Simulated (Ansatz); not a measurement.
A made-up structure of AlGeNH4, singlet:

```tsv
atom	x (Å)	y (Å)	z (Å)
N1	-0.6811	-0.5182	-0.4169
Al2	0.2816	0.6616	-1.2733
Ge3	0.4354	0.1013	1.0095
H4	-1.4069	-1.2159	-0.3906
H5	1.2981	1.0456	1.8120
H6	-0.3777	0.7290	2.1665
H7	1.2939	-1.0308	1.6221
```

It is relaxed with PBE-D4/def2-SVP and then PBE0-D4/def2-TZVP (Ansatz 0.2.0). Atoms count as bonded within 1.22 times the sum of their covalent radii (H–H: 0.88 Å). The end point is not checked to be a true minimum.

(1) Does its bonding change? (A judgement: the text doesn't fix the answer.)

Results:

(1) The calculation gives: Yes. Formed: none; broken: Al2–Ge3.

Where it ends: The first stage lowers the energy by 2.60 eV in 9 steps. It ends as AlGeNH₄ ([Al][NH][GeH3]):
N1  (-0.353, -0.223, -0.294)
Al2  (0.071, 0.706, -1.778)
Ge3  (0.379, 0.000, 1.383)
H4  (-1.054, -0.956, -0.311)
H5  (1.413, 1.134, 1.250)
H6  (-0.694, 0.397, 2.415)
H7  (1.082, -1.286, 1.864)
(Å)

Labels in which every atom is bracketed show which atoms are joined, not bond orders.

For scale, one of the runs: PBE0-D4/def2-TZVP relaxation, 140 basis functions, launched by `ansatz run in.yaml --threads 2 --pin off --events-out ev --progress --plain --max-ram 4352MiB`. Hardware: 2 CPU threads of an Intel Xeon 6975P-C, shared host. Wall time about 8.5 s.
